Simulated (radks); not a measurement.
All-electron atom: Sm IV in [Kr] 4d10 4f5 5s2 5p5.75 6s0.25 (fractional occupations, a model configuration).

All-electron calculation, Dirac Kohn-Sham, RPBE, spin-unpolarised, spherical densities, finite nucleus; open shells are shared between the two j in proportion to 2j + 1; Fermi nuclear charge, rms radius 5.0819 fm. Program: a radial shooting solver on a logarithmic mesh with Libxc functionals.

Energy parts (eV):
| part | energy |
|---|---|
| total | -283881.86 |
| kinetic | 307783.87 |
| electron-nucleus | -693659.30 |
| Hartree | 108407.95 |
| exchange-correlation | -6414.38 |

Orbitals (lengths in bohr, moments of r in powers of bohr; r(max) is where P^2 peaks):
orbital	occ.	eigenvalue (eV)	r(max)	<1/r>
1s1/2	2	-46660.53	0.01449	68.82
2s1/2	2	-7648.934	0.08231	16.35
2p1/2	2	-7251.430	0.06237	16.33
2p3/2	4	-6648.692	0.06800	14.56
3s1/2	2	-1702.174	0.2339	5.945
3p1/2	2	-1531.167	0.2209	5.859
3p3/2	4	-1409.115	0.2329	5.412
3d3/2	4	-1112.727	0.1858	5.286
3d5/2	6	-1086.225	0.1892	5.174
4s1/2	2	-364.6400	0.5396	2.479
4p1/2	2	-299.0057	0.5453	2.374
4p3/2	4	-272.1221	0.5707	2.224
4d3/2	4	-164.0734	0.5820	2.007
4d5/2	6	-159.2471	0.5902	1.970
5s1/2	2	-72.1823	1.247	0.9691
5p1/2	1.91667	-53.8307	1.354	0.8651
5p3/2	3.83333	-49.8672	1.422	0.8152
4f5/2	2.14286	-34.0434	0.6025	1.450
4f7/2	2.85714	-33.4390	0.6072	1.435
6s1/2	0.25	-22.6489	2.996	0.3969

The highest occupied level is 6s1/2 at -22.649 eV. The density falls to 0.001 e/bohr^3 at r = 3.55 bohr.
